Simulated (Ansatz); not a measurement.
Cl$_{3}$Sc, charge -1, doublet, geometry from GFN2-xTB (such geometries of metal compounds can be far from the true shape) (the multiplicity is a formal guess) (a gas-phase anion, which may not be bound at this level). Base run: SVWN5/STO-3G run with Ansatz (an electronic-structure program).

The Ansatz input:
Ansatz 0.2 input:
```yaml
crystal:
  periodic: [false, false, false]
  atoms:
    - {symbol: Sc, position_ang: [0.00000000, -0.00000000, -0.00000000]}
    - {symbol: Cl, position_ang: [2.16983571, -0.37313956, -0.64126230]}
    - {symbol: Cl, position_ang: [-0.79617694, -0.92213948, 1.94278113]}
    - {symbol: Cl, position_ang: [-1.37365877, 1.29527904, -1.30151883]}
basis:
  gaussian:
    orbitals: STO-3G
hamiltonian:
  xc: {name: SVWN5}
total_charge: -1
magnetization: {spin_polarized: true, initial_magnetization: 1}
```

The base run was repeated with changes; each row names its change, and settings that it needs were set with it.

```json
[
 {"change": "base", "basis functions": "45", "E (Eh)": "-2112.27517", "core-seconds (rough)": "0.6"},
 {"change": "basis = pcseg-0", "basis functions": "63", "E (Eh)": "-2132.12962", "core-seconds (rough)": "2"},
 {"change": "basis = def2-SV(P)", "basis functions": "[?]", "E (Eh)": "[?]", "core-seconds (rough)": "4"},
 {"change": "basis = def2-SVP", "basis functions": "85", "E (Eh)": "-2134.69575", "core-seconds (rough)": "4"},
 {"change": "basis = 6-31G*", "basis functions": "93", "E (Eh)": "-2135.14073", "core-seconds (rough)": "6"},
 {"change": "basis = cc-pV(D+d)Z", "basis functions": "112", "E (Eh)": "-2135.27892", "core-seconds (rough)": "8"},
 {"change": "basis = def2-SVPD", "basis functions": "115", "E (Eh)": "-2134.74218", "core-seconds (rough)": "9"},
 {"change": "basis = def2-TZVP", "basis functions": "156", "E (Eh)": "-2135.29544", "core-seconds (rough)": "8"},
 {"change": "basis = pcseg-2", "basis functions": "158", "E (Eh)": "-2135.35551", "core-seconds (rough)": "10"},
 {"change": "basis = cc-pV(T+d)Z", "basis functions": "[?]", "E (Eh)": "[?]", "core-seconds (rough)": "10"},
 {"change": "basis = def2-TZVPD", "basis functions": "186", "E (Eh)": "-2135.29927", "core-seconds (rough)": "20"},
 {"change": "basis = def2-TZVPP", "basis functions": "[?]", "E (Eh)": "[?]", "core-seconds (rough)": "10"},
 {"change": "basis = cc-pVQZ", "basis functions": "[?]", "E (Eh)": "[?]", "core-seconds (rough)": "40"}
]
```

### Question
Fill in the missing entries.

### Answer

- basis = def2-SV(P), basis functions: 78
- basis = def2-SV(P), E (Eh): -2134.69029
- basis = cc-pV(T+d)Z, basis functions: 185
- basis = cc-pV(T+d)Z, E (Eh): -2135.33571
- basis = def2-TZVPP, basis functions: 190
- basis = def2-TZVPP, E (Eh): -2135.29856
- basis = cc-pVQZ, basis functions: 281
- basis = cc-pVQZ, E (Eh): -2135.35057

Totals compare only among sets that treat the same electrons; sets with core potentials leave the core out.

A gas-phase anion may not be bound at this level; its values then depend on the basis.
